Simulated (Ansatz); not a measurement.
CH8ClNSi2 can be A, `C[SiH2][SiH](N)Cl`, or B, `NC([SiH3])[SiH2]Cl`.

Computed with Ansatz on PBE0-D4/def2-TZVP structures; ΔE is electronic, products minus reactants. CBS: MP2 limit from def2 TZ/QZ plus the TZ coupled-cluster correction, frozen cores. DFT in def2-TZVPP. B3LYP here is the variant with VWN-RPA as its local correlation; programs differ in this. One conformer a species, not always the lowest.

A:

```xyz
13

C    -1.7624   -0.2905   -1.4383
Si   -0.7394   -0.7780    0.0525
Si    1.2232    0.4853    0.1874
N     1.9234    0.3117    1.7333
Cl    0.6700    2.4439   -0.2947
H    -1.9917    0.7766   -1.4061
H    -1.2182   -0.4919   -2.3636
H    -2.7012   -0.8477   -1.4657
H    -0.3884   -2.2260    0.0108
H    -1.4990   -0.5372    1.3146
H     2.2739    0.1473   -0.8043
H     1.3508    0.3667    2.5604
H     2.8590    0.6399    1.9138
```

B:

Z-matrix (Å, degrees):
```
C
Si 1 1.893
Si 1 1.869 2 114.6
N 1 1.469 2 113.4 3 126.2
H 1 1.101 2 107.4 3 -113.7
H 2 1.486 1 109.7 3 -64.4
H 2 1.489 1 112.5 3 57.7
H 2 1.490 1 107.8 3 177.9
Cl 3 2.064 1 108.4 2 68.6
H 3 1.483 1 110.7 2 -49.4
H 3 1.481 1 111.8 2 -173.5
H 4 1.013 1 110.6 2 -67.9
H 4 1.013 1 111.4 2 51.1
```

(1) Which isomer does CCSD(T)/CBS put lower? Give the gap. (An estimate is asked.)

(2) Give E(B) − E(A) in kJ/mol with HF/def2-TZVPP, ωB97M-V, B3LYP, r2SCAN-D4, PBE0-D4, B3LYP-D4, PBE-D4. (Best estimate.)

Largest T1 diagnostic: 0.011.

Results:

(1) The calculation gave: A, by 155.9 kJ/mol.

(2) Ansatz gave: HF/def2-TZVPP 158.3, ωB97M-V 151.1, B3LYP 160.5, r2SCAN-D4 161.5, PBE0-D4 159.3, B3LYP-D4 156.0, PBE-D4 157.5. None reverses the order clearly.

In def2-TZVPP, CCSD(T) changes the Hartree–Fock value by −6.3 kJ/mol (the triples alone add −1.4 kJ/mol) and MP2 by −5.5 kJ/mol. The D4 term adds −4.5 kJ/mol with B3LYP and −2.2 kJ/mol with PBE0; it sums over pairs of atoms, weighted by their polarisabilities, and B3LYP, whose exchange is more repulsive, gets the larger term.
